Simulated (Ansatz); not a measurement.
System: C$_{2}$O$_{2}$Ru, charge 0, multiplicity 3. The spin state was set by rule; other spins were not relaxed. 
Geometry from a B3LYP-D3(BJ)/def2-TZVP (Ansatz, a first-principles code) optimisation:
SMILES: [O+]#[C-]->[Ru]<-[C-]#[O+]
```xyz
5

Ru    -0.0949    -0.4481    -0.4572
O      0.0075     2.5676    -0.5587
C     -0.0510     1.4221    -0.6364
O      0.3984    -0.6509     2.5144
C      0.2057    -0.6916     1.3818
```
Charge 0, spin multiplicity 3.

Total electronic energies in hartree. Cores are frozen in the correlated levels unless marked. UHF or UKS for open shells. Spin-orbit coupling is left out. The frozen core is the preceding noble-gas configuration, with the filled d and f shells of earlier blocks. Past Kr the def2 sets carry scalar-relativistic core potentials. STO-3G rows are all-electron and non-relativistic. Basis-set limits of correlation are two-point, X^-3; Hartree-Fock from the larger set. The bracket is a focal-point correction in the basis named. The program attaches cautions to a run behind CCSD/STO-3G: other amplitudes. The program attaches cautions to a run behind CCSD(T)/STO-3G: other amplitudes.

```json
[
 {"level": "HF/def2-SVP", "program": "Ansatz", "energy (Eh)": "-319.37509"},
 {"level": "HF/def2-QZVPP", "program": "Ansatz", "energy (Eh)": "-319.69209"},
 {"level": "RI-HF/def2-QZVPP", "program": "Ansatz", "energy (Eh)": "-319.69191"},
 {"level": "BLYP/def2-TZVPD", "program": "Ansatz", "energy (Eh)": "…"},
 {"level": "revPBE-D3(BJ)/def2-TZVPD", "program": "Ansatz + dftd3", "energy (Eh)": "-321.70002"},
 {"level": "revPBE/def2-TZVPD", "program": "Ansatz", "energy (Eh)": "-321.68954"},
 {"level": "r2SCAN-D4/def2-TZVPD", "program": "Ansatz + dftd4", "energy (Eh)": "-321.60732"},
 {"level": "B3LYP/def2-TZVPD", "program": "Ansatz", "energy (Eh)": "-321.70141"},
 {"level": "PBE0/def2-SVP", "program": "Ansatz", "energy (Eh)": "-321.11282"},
 {"level": "PBE0-D3(BJ)/def2-TZVP", "program": "Ansatz + dftd3", "energy (Eh)": "…"},
 {"level": "BHLYP/def2-TZVPD", "program": "Ansatz", "energy (Eh)": "-321.41063"},
 {"level": "r2SCAN0-D4/def2-TZVPD", "program": "Ansatz + dftd4", "energy (Eh)": "-321.50217"},
 {"level": "CAM-B3LYP/def2-TZVPD", "program": "Ansatz", "energy (Eh)": "-321.52622"},
 {"level": "LC-wPBE/def2-TZVPD", "program": "Ansatz", "energy (Eh)": "-321.50845"},
 {"level": "B2GP-PLYP/def2-TZVPD", "program": "Ansatz", "energy (Eh)": "-321.22584"},
 {"level": "RPA@PBE/def2-TZVPP", "program": "Ansatz", "energy (Eh)": "-321.14169"},
 {"level": "RPA@PBE/def2-QZVPP", "program": "Ansatz", "energy (Eh)": "…"},
 {"level": "RI-MP2/def2-TZVPP", "program": "Ansatz", "energy (Eh)": "-320.73380"},
 {"level": "RI-MP2/CBS(def2-TZVPP,def2-QZVPP)", "program": "Ansatz", "energy (Eh)": "-320.8702"},
 {"level": "CCSD/STO-3G", "program": "Ansatz", "energy (Eh)": "-4620.48930"},
 {"level": "CCSD/def2-TZVPP", "program": "Ansatz", "energy (Eh)": "-320.69247"},
 {"level": "CCSD(T)/STO-3G", "program": "Ansatz", "energy (Eh)": "-4620.51705"},
 {"level": "RI-MP2/CBS(def2-TZVPP,def2-QZVPP)+[CCSD(T)-MP2]/def2-TZVPP", "program": "Ansatz", "energy (Eh)": "-320.8916"}
]
```

Problem. What belongs in the gaps?

Solution. 
- BLYP/def2-TZVPD, energy (Eh): -321.63376
- PBE0-D3(BJ)/def2-TZVP, energy (Eh): -321.40785
- RPA@PBE/def2-QZVPP, energy (Eh): -321.27439
